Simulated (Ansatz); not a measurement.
Nudged elastic band run: BBrHS

input.yaml

```yaml
crystal:
  periodic: [false, false, false]
  atoms:
    - { symbol: S, position_ang: [-0.710512, 0.261931, -0.814176] }
    - { symbol: B, position_ang: [0.472469, -0.102213, 0.464326] }
    - { symbol: Br, position_ang: [0.56975, -1.752066, 1.39206] }
    - { symbol: H, position_ang: [-0.276207, 1.532148, -1.062509] }
magnetization:
  spin_polarized: true
  initial_magnetization: 1
basis:
  gaussian: { orbitals: def2-SVP }
hamiltonian:
  xc: pbe
  dispersion: d4
neb:
  order_check: false
  images: 7
  f_tol: 0.05
  max_iterations: 60
  final_atoms:
    - { symbol: S, position_ang: [-0.77632034, 0.44802058, -0.96310738] }
    - { symbol: B, position_ang: [-0.34008675, -0.87684595, 0.11557081] }
    - { symbol: Br, position_ang: [1.01388197, -1.02656269, 1.4270436] }
    - { symbol: H, position_ang: [0.15802512, 1.39518805, -0.59980603] }
  initial_path:
    images:
      - { positions_ang: [[-0.710512, 0.261931, -0.814176], [0.472469, -0.102213, 0.464326], [0.56975, -1.752066, 1.39206], [-0.276207, 1.532148, -1.062509]] }
      - { positions_ang: [[-0.74254638, 0.31643952, -0.85554615], [0.22954917, -0.31201311, 0.38144902], [0.69926217, -1.52379285, 1.37211053], [-0.13076496, 1.45916644, -0.9183124]] }
      - { positions_ang: [[-0.77458076, 0.37094805, -0.89691629], [-0.01337067, -0.52181322, 0.29857204], [0.82877434, -1.2955197, 1.35216105], [0.01467709, 1.38618487, -0.7741158]] }
      - { positions_ang: [[-0.80661514, 0.42545657, -0.93828644], [-0.2562905, -0.73161333, 0.21569506], [0.95828651, -1.06724655, 1.33221158], [0.16011913, 1.31320331, -0.6299192]] }
      - { positions_ang: [[-0.83864952, 0.47996509, -0.97965658], [-0.49921034, -0.94141344, 0.13281807], [1.08779868, -0.8389734, 1.3122621], [0.30556118, 1.24022174, -0.48572259]] }
      - { positions_ang: [[-0.82306722, 0.47197897, -0.97551928], [-0.45942944, -0.92527156, 0.12850626], [1.0693195, -0.88587072, 1.34095747], [0.26867717, 1.27896332, -0.51424345]] }
      - { positions_ang: [[-0.80748493, 0.46399284, -0.97138198], [-0.41964854, -0.90912969, 0.12419444], [1.05084032, -0.93276804, 1.36965285], [0.23179315, 1.3177049, -0.54276431]] }
      - { positions_ang: [[-0.79190264, 0.45600671, -0.96724468], [-0.37986765, -0.89298782, 0.11988263], [1.03236115, -0.97966537, 1.39834822], [0.19490914, 1.35644647, -0.57128517]] }
      - { positions_ang: [[-0.77632034, 0.44802058, -0.96310738], [-0.34008675, -0.87684595, 0.11557081], [1.01388197, -1.02656269, 1.4270436], [0.15802512, 1.39518805, -0.59980603]] }
```

Launched with:

```bash
$ ansatz run input.yaml --threads 1 --pin off --max-ram 2048MiB --backend cpu --events-out ev --progress --plain --runs-dir out
```

Output, in part (warnings, iteration lines, the closing report on the highest movable image, with atoms numbered from 0):

```
NEB end point (image 0): max|allowed force component| = 1.205e-2 eV/Å (the criterion of neb.relax_end_points is 1.000e-2)
NEB end point (image 8): max|allowed force component| = 2.529e-3 eV/Å (the criterion of neb.relax_end_points is 1.000e-2)
NEB iter   1: max|band force component| = 9.944e0 eV/Å  barrier→ = 2.5020 eV  barrier← = 2.4819 eV  Δτ_max = 0.1986 Å  (274 SCF iters)
NEB iter   2: max|band force component| = 3.562e0 eV/Å  barrier→ = 0.8641 eV  barrier← = 0.8439 eV  Δτ_max = 0.1980 Å  (215 SCF iters)
NEB iter   3: max|band force component| = 1.576e0 eV/Å  barrier→ = 0.5793 eV  barrier← = 0.5591 eV  Δτ_max = 0.1952 Å  (220 SCF iters)
NEB iter   4: max|band force component| = 1.089e0 eV/Å  barrier→ = 0.5369 eV  barrier← = 0.5167 eV  Δτ_max = 0.1913 Å  (220 SCF iters)
NEB iter   5: max|band force component| = 7.530e-1 eV/Å  barrier→ = 0.5335 eV  barrier← = 0.5134 eV  Δτ_max = 0.0947 Å  (219 SCF iters)
NEB iter   6: max|band force component| = 5.083e-1 eV/Å  barrier→ = 0.5150 eV  barrier← = 0.4949 eV  CI = image 3  Δτ_max = 0.0457 Å  (210 SCF iters)
NEB iter   7: max|band force component| = 2.977e-1 eV/Å  barrier→ = 0.5190 eV  barrier← = 0.4988 eV  CI = image 3  Δτ_max = 0.0343 Å  (201 SCF iters)
NEB iter   8: max|band force component| = 8.359e-2 eV/Å  barrier→ = 0.5136 eV  barrier← = 0.4934 eV  CI = image 3  Δτ_max = 0.0066 Å  (198 SCF iters)
NEB iter   9: max|band force component| = 4.133e-2 eV/Å  barrier→ = 0.5136 eV  barrier← = 0.4934 eV  CI = image 3  Δτ_max = 0.0000 Å  (388 SCF iters)
Total energy: -81544.93084201 eV, -2996.7209353044 hartree
Atom 0 at    -0.784687     0.382974    -0.880394 Å, force     0.008096    -0.005536     0.008762 eV/Å
Atom 1 at     0.084548    -0.475236     0.308380 Å, force     0.002397    -0.007950     0.008653 eV/Å
Atom 2 at     0.863846    -1.591266     1.569063 Å, force    -0.009462     0.013508    -0.016384 eV/Å
Atom 3 at    -0.108208     1.623328    -1.017348 Å, force    -0.001031    -0.000021    -0.001032 eV/Å
Dipole moment:     0.082444     0.098279     0.012763 e Å
```

The run converged. A vibrational analysis at the climbing image gives one clearly imaginary mode, 349i cm⁻¹: a first-order saddle point.

Final band (atoms are numbered from 1 in the order of the input):

| image | path coordinate (Å) | energy (eV) | angle S1–B2–Br3 (°) |
| --- | --- | --- | --- |
| 0 | 0.00 | 0.00 | 124 |
| 1 | 0.25 | 0.09 | 138 |
| 2 | 0.50 | 0.35 | 154 |
| 3 | 0.75 | 0.51 | 172 |
| 4 | 0.97 | 0.41 | 172 |
| 5 | 1.19 | 0.25 | 157 |
| 6 | 1.41 | 0.12 | 147 |
| 7 | 1.63 | 0.05 | 138 |
| 8 | 1.85 | 0.02 | 131 |

The run took 91 s on 1 thread of Intel(R) Xeon(R) 6975P-C (Granite Rapids) (shared host), peak memory 0.15 GiB.
